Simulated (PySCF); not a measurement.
A calculated (PBE, PySCF 2.14, x2c-QZVPPall with one added diffuse shell each of s, p, d, f type, the spin-free X2C one-electron Hamiltonian (Gaussian nucleus)) atom or ion has these occupied shells.

| shell | electrons | orbital energy (eV) | rms radius, mean of both spins (bohr) |
| --- | --- | --- | --- |
| 1s α | 1 | -14153.5 | 0.0478 |
| 1s β | 1 | -14153.4 | 0.0478 |
| 2s α | 1 | -1874.6 | 0.199 |
| 2s β | 1 | -1874.5 | 0.199 |
| 2p α | 3 | -1659.0 | 0.177 |
| 2p β | 3 | -1658.9 | 0.177 |
| 3s α | 1 | -275.65 | 0.569 |
| 3s β | 1 | -275.56 | 0.569 |
| 3p α | 3 | -206.99 | 0.585 |
| 3p β | 3 | -206.87 | 0.585 |
| 3d α | 5 | -93.308 | 0.617 |
| 3d β | 5 | -93.168 | 0.617 |
| 4s α | 1 | -34.421 | 1.64 |
| 4s β | 1 | -33.376 | 1.64 |
| 4p α | 3 | -19.969 | 1.97 |
| 4p β | 2 | -19.038 | 1.97 |

Q: Name the element and its charge.

A: Kr⁺ (krypton, charge +1), in [Ar] 3d10 4s2 4p5, 2P determinant.
